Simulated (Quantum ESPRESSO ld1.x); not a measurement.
Numerical settings for the carbon ion C+, [He] 2s2 2p1. Method: Dirac Kohn-Sham, revPBE, spin-unpolarised, spherical densities, point nucleus; open shells fill j = l - 1/2 first; computed with ld1.x of Quantum ESPRESSO 7.5. With the defaults (dx = 0.008, xmin = -8.0, rmax = 100, beta = 0.2, tr2 = 1e-14) the mesh has 1801 points, the cycle takes 20 iterations, E = -37.415963 hartree and the 2p1/2 eigenvalue is -0.62284 hartree. The mesh is r = exp(xmin + i dx)/Z up to rmax; beta is the mixing and tr2 the threshold. One setting is changed at a time.

change,mesh points,iterations,change of E (mhartree),change of e(2p1/2) (mhartree)
dx = 0.08,181,26,-11.004,-0.168
dx = 0.0125,1153,26,-0.160,-0.002
xmin = -6,1551,26,+0.149,0.000
xmin = -5,1425,39,-12.358,0.000
rmax = 15,1563,20,0.000,0.000
rmax = 8,1485,24,0.000,+0.001
beta = 1,1801,10,0.000,0.000
beta = 0.05,1801,31,0.000,0.000
tr2 = 1e-10,1801,14,-0.006,-0.001
tr2 = 0.0001,1801,8,-5.408,-0.482
